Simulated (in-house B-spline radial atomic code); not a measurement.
Computed with a B-spline radial atomic code. Model: two electrons, singlet ground state, non-relativistic, full CI in B-splines with partial waves to l = 8 (at full coupling up to 3e-4 hartree above the limit, correlation up to 0.6 % small), density held at that of full coupling by Lieb maximisation.

Along the adiabatic connection the electron repulsion is scaled by a coupling λ while a local potential keeps the density fixed. At λ = 0 the system is the Kohn-Sham one and W equals the exchange energy; the exchange-correlation energy is the area under W between 0 and 1. The kinetic energy rises with λ as the electrons avoid each other, with dT/dλ = −λ dW/dλ.

Command:
```bash
python run_ac.py task.json out
```
Settings (lengths in bohr, energies in hartree):
```
potential              dot
strength               2.24
lmax                   8
second                 1.5
```

Cost of the run: 16 s on 1 thread of Intel(R) Xeon(R) Processor @ 2.30GHz (shared host).

**W = mean repulsion less Hartree energy, and W of three functionals.**

Given: confinement charge in harmonic well; well frequency 2.24 hartree; nuclear charge 1.5; external potential omega^2 r^2/2 - Z/r.

Computed: LDA exchange minus exact 213.83 millihartree; SCAN exchange minus exact 8.1843 millihartree.

| coupling | W xc (hartree) | W xc minus exchange (millihartree) | kinetic minus Kohn-Sham (millihartree) | LDA (PW92) W minus its exchange (millihartree) | PBE W minus its exchange (millihartree) | SCAN W minus its exchange (millihartree) |
| --- | --- | --- | --- | --- | --- | --- |
| 0 | -1.4522 | 0 | 0 | 0 | 0 | 0 |
| 0.02 | -1.454 | -1.851 | 0.02 | -12.82 | -2.45 | -1.88 |
| 0.05 | -1.4568 | -4.605 | 0.11 | -26.55 | -6.12 | -4.65 |
| 0.12 | -1.4631 | -10.93 | 0.65 | -51.53 | -14.57 | -10.93 |
| 0.25 | -1.4745 | -22.312 | 2.75 | -87.16 | -29.74 | -22.11 |
| 0.4 | ? | ? | ? | ? | ? | ? |
| 0.6 | -1.5029 | -50.784 | 14.76 | -155.91 | -66.91 | -49.67 |
| 0.8 | -1.5179 | -65.756 | 25.23 | -186.37 | -86.01 | -64.07 |
| 1 | ? | ? | ? | ? | ? | ? |
| 1.4 | -1.558 | -105.83 | 68.97 | -258.17 | -135.93 | -102.63 |
| 2 | -1.592 | -139.84 | 126.52 | -312.56 | -177.38 | -135.62 |
| 3 | -1.6384 | -186.29 | 241.71 | -381.58 | -233.39 | -181.39 |
| 4.5 | -1.6912 | -239.05 | 437.5 | -456.25 | -297.22 | -234.76 |
| 7 | -1.7517 | -299.55 | 779.92 | -540.56 | -372.24 | -297.95 |
| 10 | -1.7993 | -347.17 | 1179.8 | -608.12 | -433.98 | -348.91 |

What belongs in the row 0.4?

W xc (hartree): -1.487; W xc minus exchange (millihartree): -34.888; kinetic minus Kohn-Sham (millihartree): 6.83; LDA (PW92) W minus its exchange (millihartree): -119.91; PBE W minus its exchange (millihartree): -46.31; SCAN W minus its exchange (millihartree): -34.33.

What belongs in the row 1?

W xc (hartree): -1.532; W xc minus exchange (millihartree): -79.878; kinetic minus Kohn-Sham (millihartree): 37.93; LDA (PW92) W minus its exchange (millihartree): -212.98; PBE W minus its exchange (millihartree): -103.78; SCAN W minus its exchange (millihartree): -77.65.

What is the PBE exchange minus exact?

55.163 millihartree.

**Energy parts, natural occupations and partial-wave weights.**

Computed: total energy 2.2465 hartree; exchange energy -1.4522 hartree; correlation energy -0.041952 hartree; kinetic part over minus potential part 0.47479; Hartree energy 2.9043 hartree; Kohn-Sham kinetic 4.958 hartree; Lieb Oxford ratio E_xc over LDA exchange 1.2066.

| natural | occupation of the shell (electrons) |
| --- | --- |
| s | 1.9923 |
| p | 0.006189 |
| s | 0.0010336 |
| d | ? |
| p | 9.8402e-05 |
| f | 3.5153e-05 |

What belongs in the row d?

occupation of the shell (electrons): 0.0002723.

```json
{"wave": "s", "weight": "0.99668"}
{"wave": "p", "weight": "?"}
{"wave": "d", "weight": "0.00014566"}
{"wave": "f", "weight": "1.991e-05"}
{"wave": "g", "weight": "4.6085e-06"}
```

What belongs in the row p?

weight: 0.0031472.

What is the kinetic part of the DFT correlation energy?

0.037925 hartree.

What is the initial slope twice GL2?

-0.092829 hartree.

Half-way to full coupling W has made 54 % of its drop, against 50 % for a straight line, and second-order (GL2) theory, half the initial slope, overshoots the correlation energy by about 11 %: a moderate bend, as in light atoms. Over couplings 0 to 1 the errors in E_xc come to about +126 millihartree for LDA, +42 millihartree for PBE, +9.1 millihartree for SCAN, so SCAN is nearest. In LDA and PBE the errors of exchange and correlation have opposite signs, so the sum is smaller than the larger of the two.
